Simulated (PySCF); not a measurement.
A structure optimised at PBE0-D3(BJ)/def2-SVP, used in a PySCF frequency run:

```xyz
11

Ge     0.3121     0.6704    -0.0738
Cl     1.2976    -1.2275     0.3309
C     -1.4852     0.2509    -0.7001
C     -2.2908    -0.5787     0.2903
H      0.3058     1.4442     1.2568
H      1.1633     1.3943    -1.1307
H     -1.9815     1.2115    -0.9219
H     -1.3740    -0.2746    -1.6624
H     -2.4424    -0.0431     1.2408
H     -3.2857    -0.8274    -0.1106
H     -1.7769    -1.5237     0.5234
```
Charge 0, spin multiplicity 1.

Question: Write its SMILES and formula.

Answer: C[CH2][GeH2][Cl], C2H7ClGe

Question: What are its rotational constants (standard atomic weights)?

Answer: 4.6303, 2.4692, 1.7502 GHz
